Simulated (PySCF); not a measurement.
C₂H₁₁BGeO₂Si, SMILES [O]([GeH3])[SiH2]OB(C)C (GFN2-xTB optimised geometry):

```
18

Ge     3.395     0.387     0.396
O      1.678     0.221     0.282
Si     0.523    -0.872    -0.035
O     -0.844    -0.035     0.000
B     -2.174    -0.035     0.000
C     -2.971    -1.414    -0.020
C     -2.950     1.353     0.000
H      3.889    -0.615     1.398
H      3.970     0.120    -0.963
H      3.580     1.802     0.842
H      0.700    -1.410    -1.384
H      0.541    -1.893     1.014
H     -3.970    -1.341     0.401
H     -2.430    -2.198     0.503
H     -3.084    -1.748    -1.051
H     -3.429     1.514     0.964
H     -3.744     1.369    -0.743
H     -2.293     2.198    -0.184
```

Computed with B3LYP/def2-SVP (PySCF 2.14.0).

Q: What are the frontier orbital energies and the dipole moment?

A: HOMO-2 -8.64 eV, HOMO-1 -8.09 eV, HOMO -7.49 eV, LUMO 0.24 eV, LUMO+1 0.44 eV; dipole moment 1.37 D.

On the same geometry PBE/def2-SVP (PySCF) gives HOMO-2 -7.41 eV, HOMO-1 -6.86 eV, HOMO -6.29 eV, LUMO -0.45 eV, LUMO+1 -0.38 eV; dipole moment 1.27 D.

Meta-Löwdin charges at B3LYP/def2-SVP: Ge1 0.65, O2 -0.78, Si3 1.10, O4 -0.56, B5 0.37, C6 -0.43, C7 -0.42, H8 -0.09, H9 -0.09, H10 -0.07, H11 -0.16, H12 -0.16, H13 0.10, H14 0.10, H15 0.11, H16 0.11, H17 0.10, H18 0.10.
